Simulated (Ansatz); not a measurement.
Species: sum formula ZnO$_{2}$H$_{2}$, charge 0, multiplicity 1. 
Coordinates optimised at B3LYP-D3(BJ)/def2-TZVP (Ansatz, a program for electronic structure):
```
Zn
O 1 1.7762
H 2 0.9619 1 114.82
O 1 1.7762 2 174.21 3 -135.97
H 4 0.9619 1 114.82 2 -135.97
```
Charge 0, spin multiplicity 1.

Basis-set convergence of Hartree-Fock and CCSD(T) correlation energies (hartree) with Ansatz. Valence correlation only, unless marked. Spin-orbit coupling is left out. Frozen are the shells of the preceding noble gas and the d and f shells that filled before the atom's block. No relativistic terms.

| basis | functions | E(HF) | E(corr, CCSD(T)) |
|---|---|---|---|
| def2-SVP | 69 | -1928.34252 | -0.68840 |
| def2-TZVPP | 154 | … | … |

What belongs in the gaps?


- def2-TZVPP, E(HF): -1928.79097
- def2-TZVPP, E(corr, CCSD(T)): -0.98748
